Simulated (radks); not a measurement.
The mean radii <r> (bohr) of the occupied orbitals of an atom or ion are listed with their occupations. Method: scalar-relativistic Kohn-Sham, LDA (Slater exchange, Perdew-Wang correlation), spin-polarised, spherical densities, finite nucleus; Fermi nuclear charge, rms radius of each element as measured or else 0.836 A^(1/3) + 0.57 fm; computed with a radial shooting solver on a logarithmic mesh with Libxc functionals.

| orbital | occ. | <r> |
|---|---|---|
| 1s up | 1 | 0.01581 |
| 1s down | 1 | 0.01581 |
| 2s up | 1 | 0.06653 |
| 2s down | 1 | 0.06653 |
| 2p up | 3 | 0.06056 |
| 2p down | 3 | 0.06056 |
| 3s up | 1 | 0.1718 |
| 3s down | 1 | 0.1718 |
| 3p up | 3 | 0.1738 |
| 3p down | 3 | 0.1738 |
| 3d up | 5 | 0.1575 |
| 3d down | 5 | 0.1575 |
| 4s up | 1 | 0.3774 |
| 4s down | 1 | 0.3774 |
| 4p up | 3 | 0.4029 |
| 4p down | 3 | 0.4029 |
| 4d up | 5 | 0.4227 |
| 4d down | 5 | 0.4227 |
| 5s up | 1 | 0.8302 |
| 5s down | 1 | 0.8301 |
| 4f up | 7 | 0.4410 |
| 4f down | 7 | 0.4410 |
| 5p up | 3 | 0.9473 |
| 5p down | 3 | 0.9470 |
| 5d up | 5 | 1.229 |
| 5d down | 5 | 1.225 |
| 6s up | 1 | 2.069 |
| 6s down | 1 | 2.059 |
| 6p up | 1 | 2.600 |

Name the element and its charge. Open shells, if any, are filled with parallel spins first.

Answer. Z = 83, bismuth, charge +2: Bi2+ in [Hg] 6p1. The 1s radius gives Z: for a bare nucleus <r> = (2 gamma + 1)/(2Z) with gamma = sqrt(1 - (Z/c)^2), 0.01561 bohr for Z = 83, and screening makes it slightly larger (0.01581 here). The occupations add up to 81, and the charge is Z minus that.
